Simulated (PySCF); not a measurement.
## Shapes and spin states of NbF₃

All numbers come from B3LYP/[Nb def2-SVP with ECP28, F def2-SVP], scalar-relativistic core potentials, density fitting, no spin–orbit coupling, PySCF.

Relaxations began from a few typed shapes and spin states; open shells are unrestricted. The search is not exhaustive: other isomers or separated fragments can lie lower, and high-lying points may rest on an excited occupation.

Q: Which is the lowest minimum found?
A. broken-symmetry Ms = 0 (⟨S²⟩ 0.59) C2v: Nb–F 1.855 Å (×2), Nb–F 1.864 Å; F–Nb–F 116.9° (×2), F–Nb–F 126.2°
B. triplet C2v: Nb–F 1.865 Å, Nb–F 1.885 Å (×2); F–Nb–F 103.4°, F–Nb–F 128.3° (×2)
C. singlet (closed shell, unstable to spin polarisation) D3h: Nb–F 1.846 Å (×3); F–Nb–F 120.0° (×3)
D. triplet C2v: Nb–F 1.869 Å (×2), Nb–F 1.897 Å; F–Nb–F 112.2° (×2), F–Nb–F 135.6°

A: B. The others lie at 0.8 (triplet C2v, a saddle point), 2.4 (broken-symmetry Ms = 0 C2v, a saddle point), 10.8 (singlet D3h) kJ/mol above it.

Formally Nb is in oxidation state +3, d2, with 2 unpaired electrons (the high-spin count). The Mulliken spin on Nb is 1.98. The polar-tensor charge on Nb, 1.87, is below the formal one.

For the lowest minimum: other spin states or occupations of the open shell can lie lower.

The electron or spin density has lower symmetry than the nuclear frame for the broken-symmetry Ms = 0 (⟨S²⟩ 0.59) C2v at 2.4 kJ/mol.
